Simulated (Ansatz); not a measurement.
`[SiH3][SiH2][InH2]` and `[SiH3][SiH2]Br` differ in one atom or group.

Ansatz, PBE0-D4/def2-TZVP geometries, multiplicity 1. 

Elements past krypton have def2 core potentials. Scalar relativity is left out up to krypton.

| property | `[SiH3][SiH2][InH2]` |
| --- | --- |
| size of the dipole moment (PBE/def2-TZVPP) / D | 0.23 |
| HOMO energy (B3LYP/def2-TZVPP) / eV | -7.06 |
| HOMO energy (PBE/def2-TZVPP) / eV | -6.28 |
| size of the dipole moment (ωB97M-V/def2-TZVPP) / D | 0.29 |
| HOMO energy (ωB97M-V/def2-TZVPP) / eV | -9.19 |
| LUMO energy (ωB97M-V/def2-TZVPP) / eV | -0.69 |

Question: What does the change do to each property? (An estimate is asked.)

Answer: Computed: 
```json
{"property": "size of the dipole moment (PBE/def2-TZVPP) / D", "`[SiH3][SiH2]Br`": "1.29", "shift": "1.06"}
{"property": "HOMO energy (B3LYP/def2-TZVPP) / eV", "`[SiH3][SiH2]Br`": "-7.78", "shift": "-0.72"}
{"property": "HOMO energy (PBE/def2-TZVPP) / eV", "`[SiH3][SiH2]Br`": "-6.83", "shift": "-0.55"}
{"property": "size of the dipole moment (ωB97M-V/def2-TZVPP) / D", "`[SiH3][SiH2]Br`": "1.46", "shift": "1.17"}
{"property": "HOMO energy (ωB97M-V/def2-TZVPP) / eV", "`[SiH3][SiH2]Br`": "-10.06", "shift": "-0.87"}
{"property": "LUMO energy (ωB97M-V/def2-TZVPP) / eV", "`[SiH3][SiH2]Br`": "1.07", "shift": "1.76"}
```

With PBE0 the HOMO falls by 0.75 eV and the LUMO rises by 1.45 eV, so the gap widens by about 2.20 eV. PBE moves the HOMO by -0.55 eV and ωB97M-V by -0.87 eV. The zero-point energy changes by -26.9 kJ/mol with -6 modes. Dipoles are sizes alone; their direction can turn.

B3LYP here is the variant with VWN-RPA as its local correlation; programs differ in this.

Spin–orbit coupling is left out; it splits and shifts lone-pair levels of the heavy atoms by tenths of an eV.
